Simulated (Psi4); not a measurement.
Internal rotation in SMILES FCCCl (C₂H₄ClF). Scanned: dihedral F1–C2–C3–Cl4; all other coordinates were relaxed at GFN2-xTB. Points at φ and −φ are mirror images. Heavy atoms are numbered in the order of the SMILES FCCCl, hydrogens after them in the order of the atoms that carry them; the mirror image has the same energies with the sign of each dihedral reversed.

PBE/def2-TZVP // GFN2-xTB (Psi4); PBE-D3(BJ)/def2-TZVP // GFN2-xTB (Psi4); r2SCAN/def2-TZVP // GFN2-xTB (Psi4); MP2/cc-pVTZ = DF-MP2 (frozen core)/cc-pVTZ // GFN2-xTB (Psi4 1.11).

Energies relative to the lowest point of each profile, in kcal/mol; the last columns give the difference from MP2:

```
φ / °  PBE/def2-TZVP  PBE-D3(BJ)/def2-TZVP  r2SCAN/def2-TZVP  MP2/cc-pVTZ  PBE/def2-TZVP − MP2/cc-pVTZ  PBE-D3(BJ)/def2-TZVP − MP2/cc-pVTZ  r2SCAN/def2-TZVP − MP2/cc-pVTZ
-----  -------------  --------------------  ----------------  -----------  ---------------------------  ----------------------------------  ------------------------------
-165             0.5                   0.5               0.5          0.6                         -0.1                                -0.1                             0.0
-150             1.6                   1.6               1.8          1.9                         -0.3                                -0.3                            -0.1
-135             2.8                   2.8               3.1          3.4                         -0.6                                -0.6                            -0.3
-120             3.2                   3.2               3.6          4.0                         -0.8                                -0.8                            -0.4
-105             2.6                   2.6               3.0          3.3                         -0.7                                -0.7                            -0.4
-90              1.4                   1.4               1.6          1.9                         -0.6                                -0.5                            -0.4
-75              0.4                   0.4               0.4          0.8                         -0.4                                -0.4                            -0.4
-60              0.5                   0.5               0.4          0.8                         -0.3                                -0.3                            -0.4
-45              1.9                   1.9               1.9          2.2                         -0.3                                -0.3                            -0.3
-30              4.2                   4.2               4.3          4.7                         -0.5                                -0.5                            -0.3
-15              6.3                   6.3               6.5          6.9                         -0.6                                -0.6                            -0.4
0                7.1                   7.1               7.4          7.8                         -0.7                                -0.7                            -0.4
15               6.3                   6.3               6.5          6.9                         -0.6                                -0.6                            -0.4
30               4.2                   4.2               4.3          4.7                         -0.5                                -0.5                            -0.3
45               1.9                   1.9               1.9          2.2                         -0.3                                -0.3                            -0.3
60               0.5                   0.5               0.4          0.8                         -0.3                                -0.3                            -0.4
75               0.4                   0.4               0.4          0.8                         -0.4                                -0.4                            -0.4
90               1.4                   1.4               1.6          1.9                         -0.6                                -0.5                            -0.4
105              2.6                   2.6               3.0          3.3                         -0.7                                -0.7                            -0.4
120              3.2                   3.2               3.6          4.0                         -0.8                                -0.8                            -0.4
135              2.8                   2.8               3.1          3.4                         -0.6                                -0.6                            -0.3
150              1.6                   1.6               1.8          1.9                         -0.3                                -0.3                            -0.1
165              0.5                   0.5               0.5          0.6                         -0.1                                -0.1                             0.0
180              0.0                   0.0               0.0          0.0                          0.0                                 0.0                             0.0
```

PBE/def2-TZVP is furthest from MP2/cc-pVTZ at -120 (-0.8 kcal/mol, below); its mean absolute difference over the points is 0.5 kcal/mol.

PBE-D3(BJ)/def2-TZVP is furthest from MP2/cc-pVTZ at -120 (-0.8 kcal/mol, below); its mean absolute difference over the points is 0.5 kcal/mol.

r2SCAN/def2-TZVP is furthest from MP2/cc-pVTZ at -105 (-0.4 kcal/mol, below); its mean absolute difference over the points is 0.3 kcal/mol.
